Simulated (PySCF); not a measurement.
Sn(Pgl)(OH)3 (C3H6O3Sn), SMILES C(#C)[CH2][Sn]([OH])([OH])[OH].

The structure is a stationary point at PBE-D3(BJ)/def2-SVP. The def2 effective core potentials stand for the cores of Sn; spin–orbit coupling is left out. Other conformers were not sampled.

Computed with C-PCM-PBE0/def2-SVP (PySCF).

The values are the electrostatic part of the solvation free energy, E(continuum) − E(gas) at the gas-phase geometry, in a cavity of scaled van der Waals radii (PySCF's table); cavitation and dispersion terms are not included. A continuum can't describe solvent molecules that bind to the metal. In vacuum the orbital gap is 6.30 eV. The dipole moment in vacuum is 1.67 D.

```tsv
solvent	ε	ΔG(elec) (kcal/mol)	dipole (D)	gap (eV)
water	78.36	-12.5	2.02	6.23
chloroform	4.71	-9.8	1.93	6.25
acetone	20.49	[?]	[?]	[?]
```

Question: Fill in the missing entries. (The exact figures need the calculation; the answer reports its results.)

Answer: 
- acetone, ΔG(elec) (kcal/mol): -12.0
- acetone, dipole (D): 2.00
- acetone, gap (eV): 6.24
